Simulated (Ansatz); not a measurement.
Species: H$_{4}$AlFN$_{2}$, SMILES `[NH2][Al]([NH2])[F]` (H–N–Al–F torsion 180°, F–Al–N–H torsion 0°) (charge 0, multiplicity 1), formula H₄AlFN₂.

**Question.** How many basis functions does Ansatz (a quantum-chemistry and plane-wave program) with frozen-core CCSD(T)/cc-pVTZ // CAM-B3LYP-D3(BJ)/def2-TZVP use, how many core orbitals are frozen, and how many electrons are correlated?

**Answer.** 180 basis functions and 8 frozen orbitals, which leaves 24 correlated electrons. Core time is of the order of minutes.
